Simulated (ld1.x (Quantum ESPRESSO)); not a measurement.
**What one change does to a pseudopotential (tungsten, PAW)**

W, PAW, made with ld1.x (Quantum ESPRESSO) 7.5 (LDA (PZ), scalar-relativistic). Core [Kr] 4d10 4f14, reference 5s2 5p6 5d3 6s0 6p0 (charge +3). Waves: 5s (bound): rcut 1.35, rcutus 1.45 bohr; 6s (bound, empty): rcut 1.35, rcutus 1.45 bohr; 5p (bound): rcut 1.80, rcutus 2.05 bohr; 6p (bound, empty): rcut 1.80, rcutus 2.05 bohr; 5d (bound): rcut 1.95, rcutus 2.20 bohr; 5d channel at -2 Ry: rcut 1.95, rcutus 2.20 bohr. Local part: all-electron potential smoothed inside 2.10 bohr (lloc = -1). Core correction: Bessel-smoothed model core, default radius (core density twice the valence density). Augmentation charge: BESSEL, radius 1.20 bohr.

Change: reference 5s2 5p6 5d4 6s1 6p0.

Cutoffs: the cutoffs (Ry, on a coarse ladder) from which the occupation-weighted sum of valence levels, in a spherical-Bessel basis at the reference potential, stays within 10 and 1 mRy of its value at 400 Ry; they do not see the model core or the augmentation charge, which bear on the density cutoff. Errors are all-electron minus pseudo energies relative to the spin-unpolarised reference configuration.

What does the change do?

The potential gets neither clearly harder nor softer (25 Ry and 45 Ry → 25 Ry and 45 Ry); the range in which the p phases agree widens (upper end -0.6 → 0.5); the range in which the d phases agree widens (upper end 1.2 → 2.6); neither file shows a bound ghost.

```tsv
quantity	base	changed
cutoff, loose	25 Ry	25 Ry
cutoff, tight	45 Ry	45 Ry
bound ghosts	none	none
largest error over its own tests, meV	-65	-112
s: phases at 2.40 bohr within 0.05 rad from the reference energy up to (Ry; the scan ends near 5)	to the end of the scan	to the end of the scan
p: phases at 2.40 bohr within 0.05 rad from the reference energy up to (Ry; the scan ends near 5)	-0.6	0.5
d: phases at 2.40 bohr within 0.05 rad from the reference energy up to (Ry; the scan ends near 5)	1.2	2.6
lowest overlap eigenvalue by channel	s 0.26, p 0.10, d 0.94	s 0.26, p 0.10, d 0.93
```
